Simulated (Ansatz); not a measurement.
These are Ansatz (a program for electronic structure) with frozen-core CCSD(T)/cc-pVTZ // r2SCAN-D4/def2-TZVP values and carry that method's errors. The restricted HF reference is unstable towards unrestricted orbitals.

Ansatz 0.2 input:
```yaml
crystal:
  periodic: [false, false, false]
  atoms:
    - { symbol: O, position_ang: [-1.811285, 0.110918, -0.197107] }
    - { symbol: C, position_ang: [-0.47053, -0.174759, -0.172738] }
    - { symbol: C, position_ang: [0.388529, 0.639452, 0.437681] }
    - { symbol: S, position_ang: [2.125362, 0.440365, 0.571193] }
    - { symbol: H, position_ang: [-2.26741, -0.585623, -0.678787] }
    - { symbol: H, position_ang: [-0.159564, -1.088845, -0.672781] }
    - { symbol: H, position_ang: [0.024416, 1.539307, 0.921527] }
    - { symbol: H, position_ang: [2.214599, -0.717525, -0.106418] }
basis:
  gaussian: { orbitals: cc-pVTZ }
correlation:
  method: ccsd_t
```

Output:

```
Functional definition: HF
1044 factors; integrals over basis functions are off by at most 1.0e-3 eV
mean field evaluation 1: about -14976.8911 eV, gradient 3.2e1 eV
mean field evaluation 2: about -14977.1672 eV, gradient 3.2e1 eV
mean field evaluation 4: about -14979.6602 eV, gradient 3.9e0 eV
mean field evaluation 8: about -14979.7133 eV, gradient 3.0e-1 eV
mean field evaluation 16: about -14976.8888 eV, gradient 3.2e1 eV
mean field -14979.71372158 eV, -550.4943256534 hartree, gradient 2.7e-6 eV, S^2 0.000000; 0 other end points of the search recorded, 0 dependent functions left out; unrestricted orbitals would lower it
8 core orbitals not correlated
reference -14979.71372158 eV, -550.4943256534 hartree; 12, 12 occupied and 160, 160 virtual orbitals, 1044 factors
second order -20.15341141 eV of doubles, -0.00000000 eV of singles
cycle   1  -20.40486136 eV  change   -2.5e-1 eV  update   9.8e-2
cycle   2  -20.90810262 eV  change   -5.0e-1 eV  update   3.1e-2
cycle   3  -21.02642181 eV  change   -1.2e-1 eV  update   1.6e-2
cycle   4  -21.01697590 eV  change    9.4e-3 eV  update   3.9e-3
cycle   5  -21.01682013 eV  change    1.6e-4 eV  update   1.7e-3
cycle   6  -21.01732136 eV  change   -5.0e-4 eV  update   4.6e-4
cycle   7  -21.01705114 eV  change    2.7e-4 eV  update   1.8e-4
cycle   8  -21.01700099 eV  change    5.0e-5 eV  update   6.9e-5
cycle   9  -21.01701425 eV  change   -1.3e-5 eV  update   2.5e-5
perturbative correction -0.93995857 eV, -0.0345428404 hartree
Total energy: -15001.67069440 eV, -551.3012295214 hartree
```

Cost: around 80 core-seconds (rough).
